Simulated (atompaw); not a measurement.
# An all-electron radial function and its pseudo partner (Cu)

Columns: radius, all-electron u(r) and pseudo u(r) of the 4p shell (level -3.42 eV) of copper in the configuration [Ar] 3d10 4s0.5 4p0; PBE, scalar-relativistic, PAW (atompaw) scheme, atompaw 4.2.0.5.

| r (bohr) | all-electron | pseudo |
| --- | --- | --- |
| 0.102 | 0.0975 | 0.0022 |
| 0.204 | 0.0535 | 0.0088 |
| 0.306 | -0.0552 | 0.0196 |
| 0.408 | -0.1371 | 0.0344 |
| 0.510 | -0.1712 | 0.0527 |
| 0.612 | -0.1649 | 0.0741 |
| 0.713 | -0.1324 | 0.0980 |
| 0.815 | -0.0847 | 0.1242 |
| 0.917 | -0.0300 | 0.1519 |
| 1.019 | 0.0266 | 0.1806 |
| 1.121 | 0.0821 | 0.2097 |
| 1.223 | 0.1349 | 0.2388 |
| 1.325 | 0.1841 | 0.2674 |
| 1.427 | 0.2294 | 0.2951 |
| 1.529 | 0.2707 | 0.3216 |
| 1.631 | 0.3080 | 0.3466 |
| 1.733 | 0.3414 | 0.3700 |
| 1.835 | 0.3712 | 0.3917 |
| 1.937 | 0.3975 | 0.4117 |
| 2.038 | 0.4203 | 0.4296 |
| 2.140 | 0.4404 | 0.4460 |
| 2.242 | 0.4576 | 0.4606 |
| 2.344 | 0.4722 | 0.4736 |
| 2.446 | 0.4844 | 0.4848 |
| 2.548 | 0.4943 | 0.4944 |
| 2.650 | 0.5021 | 0.5021 |

Question: How many radial nodes do the two functions have?

Answer: The all-electron 4p function has n − l − 1 = 2; the pseudo-wave has 0, since the states of the same l below it are removed with the core.

Question: Is the pseudo-wave norm-conserving?

Answer: No, it belongs to a PAW set: the norm inside the radius is not constrained, and the difference is carried by the augmentation charge.
